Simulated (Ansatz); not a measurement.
Ansatz (a program for electronic structure) input (CCSD(T)/def2-SVPD):

Ansatz 0.2 input:
```yaml
crystal:
  periodic: [false, false, false]
  atoms:
    - {symbol: Fe, position_ang: [0.00000000, -0.00000000, -0.00000000]}
    - {symbol: F, position_ang: [-1.49076874, -0.93568145, -0.01038919]}
    - {symbol: F, position_ang: [0.01227543, 1.64293006, -0.63137094]}
    - {symbol: F, position_ang: [1.47849331, -0.70724862, 0.64176013]}
basis:
  gaussian:
    orbitals: def2-SVPD
magnetization: {spin_polarized: true, initial_magnetization: 5}
correlation: {method: ccsd_t, electrons: outside_noble_gas}
output: {forces: true}
```

End of the output:

```
mean field evaluation 160: about -42456.4190 eV, gradient 9.4e-3 eV
mean field -42463.24419997 eV, -1560.4954417281 hartree, gradient 2.2e-6 eV, S^2 8.759638; 0 other end points of the search recorded, 0 dependent functions left out
12 core orbitals not correlated
reference -42463.24419997 eV, -1560.4954417281 hartree; 17, 12 occupied and 74, 79 virtual orbitals, 1015 factors
densities: 1.40 GiB planned
second order -19.67205972 eV of doubles, -0.00000000 eV of singles
coupled cluster: 0.94 GiB planned
cycle   1  -19.10961427 eV  change    5.6e-1 eV  update   1.6e-1
cycle   2  -19.74282434 eV  change   -6.3e-1 eV  update   5.8e-2
cycle   3  -19.94695804 eV  change   -2.0e-1 eV  update   4.4e-2
cycle   4  -19.99831904 eV  change   -5.1e-2 eV  update   1.7e-2
cycle   5  -19.99216075 eV  change    6.2e-3 eV  update   8.7e-3
cycle   6  -20.00187240 eV  change   -9.7e-3 eV  update   2.7e-3
cycle   7  -20.00497153 eV  change   -3.1e-3 eV  update   1.3e-3
cycle   8  -20.00454931 eV  change    4.2e-4 eV  update   6.2e-4
cycle   9  -20.00436449 eV  change    1.8e-4 eV  update   3.2e-4
cycle  10  -20.00436284 eV  change    1.7e-6 eV  update   1.2e-4
cycle  11  -20.00431081 eV  change    5.2e-5 eV  update   5.0e-5
cycle  12  -20.00435720 eV  change   -4.6e-5 eV  update   2.2e-5
cycle  13  -20.00434763 eV  change    9.6e-6 eV  update   9.7e-6
cycle  14  -20.00435667 eV  change   -9.0e-6 eV  update   5.9e-6
cycle  15  -20.00435444 eV  change    2.2e-6 eV  update   2.2e-6
perturbative correction -0.54002234 eV, -0.0198454548 hartree
the calculation of the forces begins
Total energy: -42483.78857674 eV, -1561.2504336491 hartree
Atom 0 at     0.000000    -0.000000    -0.000000 Å, force    -0.000000     0.000000    -0.000000 eV/Å
Atom 1 at    -1.490769    -0.935681    -0.010389 Å, force    -0.354714    -0.222636    -0.002472 eV/Å
Atom 2 at     0.012275     1.642930    -0.631371 Å, force     0.002921     0.390919    -0.150229 eV/Å
Atom 3 at     1.478493    -0.707249     0.641760 Å, force     0.351793    -0.168283     0.152701 eV/Å
Dipole moment:    -0.000000    -0.000000    -0.000000 e Å
```

The spin state was set by rule; other spins were not relaxed.
